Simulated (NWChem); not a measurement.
System: TaNHF₃; SMILES [NH]=[Ta]([F])([F])[F]

The following NWChem deck was run.

```
start job
memory heap 200 mb stack 900 mb global 1100 mb
geometry units angstroms
  Ta     0.004059    -0.021135    -0.028010
  N      0.208394    -1.090429    -1.445202
  H      0.324863    -1.694910    -2.245065
  F      1.669225     0.432578     0.684873
  F     -0.880476     1.546617    -0.524618
  F     -0.999051    -0.883016     1.290220
end
basis spherical
  * library def2-svp
end
ecp
  Ta library def2-ecp
end
dft
  xc xpbe96 cpbe96
  disp vdw 4
  iterations 150
end
driver
  maxiter 120
end
task dft optimize
dft
  grid fine
  convergence energy 1d-8 density 1d-7
end
task dft freq numerical
```

Output (shortened):

```
             Northwest Computational Chemistry Package (NWChem) 7.3.0
             --------------------------------------------------------

 C1  symmetry detected

                             Geometry "geometry" -> ""
                             -------------------------

 Output coordinates in angstroms (scale by  1.889725989 to convert to a.u.)

  No.       Tag          Charge          X              Y              Z
 ---- ---------------- ---------- -------------- -------------- --------------
    1 Ta                  73.0000     0.00015235    -0.00011270    -0.01962852
    2 N                    7.0000     0.00155082    -0.00904069    -1.80666348
    3 H                    1.0000     0.00363388    -0.01381923    -2.81597807
    4 F                    9.0000     1.23128818     1.24891189     0.62152481
    5 F                    9.0000    -1.69511250     0.44822144     0.62219825
    6 F                    9.0000     0.46097863    -1.68765206     0.63355517

 Effective nuclear repulsion energy (a.u.)     806.7940346669

                                Z-matrix (autoz)
                                --------

 Units are Angstrom for bonds and degrees for angles

      Type          Name      I     J     K     L     M      Value
      ----------- --------  ----- ----- ----- ----- ----- ----------
    1 Stretch                  1     2                       1.78706
    2 Stretch                  1     4                       1.86731
    3 Stretch                  1     5                       1.86732
    4 Stretch                  1     6                       1.86730
    5 Stretch                  2     3                       1.00933
    6 Bend                     2     1     4               110.25376
    7 Bend                     2     1     5               110.21976
    8 Bend                     2     1     6               110.18723
    9 Bend                     3     1     4               110.23128
   10 Bend                     3     1     5               110.24401
   11 Bend                     3     1     6               110.18548
   12 Bend                     4     1     5               108.65979
   13 Bend                     4     1     6               108.76470
   14 Bend                     5     1     6               108.71126
   15 Torsion                  1     4     2     3        -179.92879
   16 Torsion                  1     5     2     3        -179.94321
   17 Torsion                  1     6     2     3         179.87215

                           NWChem Geometry Optimization
                           ----------------------------

 maximum gradient threshold         (gmax) =   0.000450
 rms gradient threshold             (grms) =   0.000300
 maximum cartesian step threshold   (xmax) =   0.001800
 rms cartesian step threshold       (xrms) =   0.001200
 fixed trust radius                (trust) =   0.300000
 source of zmatrix                         =   autoz

          -------------------
          Energy Minimization
          -------------------

 Using diagonal initial Hessian
 Scaling for Hessian diagonals: bonds = 1.00  angles = 0.25  torsions = 0.10

          --------
          Step   0

                                 NWChem DFT Module
                                 -----------------

 Summary of "ao basis" -> "ao basis" (spherical)
 ------------------------------------------------------------------------------
       Tag                 Description            Shells   Functions and Types
 ---------------- ------------------------------  ------  ---------------------
 Ta                         def2-svp                12       32   6s3p2d1f
 N                          def2-svp                 6       14   3s2p1d
 H                          def2-svp                 3        5   2s1p
 F                          def2-svp                 6       14   3s2p1d

[...]

      ----------------------
      Optimization converged
      ----------------------

  Step       Energy      Delta E   Gmax     Grms     Xrms     Xmax
  ---- ---------------- -------- -------- -------- -------- --------
@    4    -411.57273626 -7.9D-07  0.00005  0.00001  0.00037  0.00103
                                     ok       ok       ok       ok

                                Z-matrix (autoz)
                                --------

 Units are Angstrom for bonds and degrees for angles

      Type          Name      I     J     K     L     M      Value     Gradient
      ----------- --------  ----- ----- ----- ----- ----- ---------- ----------
    1 Stretch                  1     2                       1.76986   -0.00005
    2 Stretch                  1     4                       1.89442   -0.00000
    3 Stretch                  1     5                       1.89441   -0.00000
    4 Stretch                  1     6                       1.89440   -0.00000
    5 Stretch                  2     3                       1.02052    0.00002
    6 Bend                     2     1     4               107.16519    0.00000
    7 Bend                     2     1     5               107.16738    0.00000
    8 Bend                     2     1     6               107.16444    0.00000
    9 Bend                     3     1     4               107.16660    0.00000
   10 Bend                     3     1     5               107.16767    0.00000
   11 Bend                     3     1     6               107.16274    0.00000
   12 Bend                     4     1     5               111.67552   -0.00000
   13 Bend                     4     1     6               111.67834   -0.00000
   14 Bend                     5     1     6               111.67135    0.00000
   15 Torsion                  1     4     2     3        -179.99489    0.00000
   16 Torsion                  1     5     2     3         179.99198   -0.00000
   17 Torsion                  1     6     2     3        -179.99709    0.00000

                         Geometry "geometry" -> "geometry"
                         ---------------------------------

 Output coordinates in angstroms (scale by  1.889725989 to convert to a.u.)

  No.       Tag          Charge          X              Y              Z
 ---- ---------------- ---------- -------------- -------------- --------------
    1 Ta                  73.0000    -0.00012595     0.00006502     0.01964912
    2 N                    7.0000     0.00191484    -0.00836446    -1.75019393
    3 H                    1.0000     0.00308278    -0.01331324    -2.77069794
    4 F                    9.0000     1.27258736     1.28910775     0.57407911
    5 F                    9.0000    -1.75147063     0.46223593     0.57459602
    6 F                    9.0000     0.47650296    -1.74322236     0.58757579

 Effective nuclear repulsion energy (a.u.)     799.5080201421

[...]

 Rotational Constants
 --------------------
 A=   0.103540 cm-1  (  0.148968 K)
 B=   0.103534 cm-1  (  0.148959 K)
 C=   0.090280 cm-1  (  0.129890 K)

 Temperature                      =   298.15K
 frequency scaling parameter      =   1.0000

 Zero-Point correction to Energy  =   12.373 kcal/mol  (  0.019717 au)
 Thermal correction to Energy     =   16.435 kcal/mol  (  0.026191 au)
 Thermal correction to Enthalpy   =   17.027 kcal/mol  (  0.027135 au)

 Total Entropy                    =   82.608 cal/mol-K
   - Translational                =   42.465 cal/mol-K (mol. weight = 252.9541)
   - Rotational                   =   26.901 cal/mol-K (symmetry #  =        1)
   - Vibrational                  =   13.241 cal/mol-K

 Cv (constant volume heat capacity) =   20.527 cal/mol-K
   - Translational                  =    2.979 cal/mol-K
   - Rotational                     =    2.979 cal/mol-K
   - Vibrational                    =   14.568 cal/mol-K

[normal modes left out]

 ----------------------------------------------------------------------------
 Normal Eigenvalue ||           Projected Infra Red Intensities
  Mode   [cm**-1]  || [atomic units] [(debye/angs)**2] [(KM/mol)] [arbitrary]
 ------ ---------- || -------------- ----------------- ---------- -----------
    1       -0.000 ||    0.000127           0.003         0.124       0.026
    2       -0.000 ||    0.000131           0.003         0.128       0.027
    3        0.000 ||    0.000001           0.000         0.001       0.000
    4        0.000 ||    0.000013           0.000         0.012       0.003
    5        0.000 ||    0.000008           0.000         0.008       0.002
    6        0.000 ||    0.000001           0.000         0.001       0.000
    7      155.408 ||    0.005884           0.136         5.736       1.194
    8      155.461 ||    0.005874           0.136         5.726       1.192
    9      191.275 ||    0.010554           0.243        10.288       2.141
   10      244.309 ||    0.000136           0.003         0.132       0.028
   11      244.313 ||    0.000136           0.003         0.132       0.028
   12      531.262 ||    0.166018           3.830       161.842      33.685
   13      531.289 ||    0.166022           3.830       161.846      33.685
   14      672.034 ||    0.056181           1.296        54.768      11.399
   15      675.280 ||    0.106281           2.452       103.608      21.564
   16      675.314 ||    0.106263           2.452       103.591      21.561
   17      992.433 ||    0.095715           2.208        93.308      19.420
   18     3590.684 ||    0.167805           3.871       163.585      34.047
 ----------------------------------------------------------------------------
```

Level: PBE-D3(BJ)/def2-SVP with def2 effective core potentials on Ta. def2 effective core potentials on Ta; no spin-orbit coupling. The printed entropy takes a lower symmetry number than the molecule has.
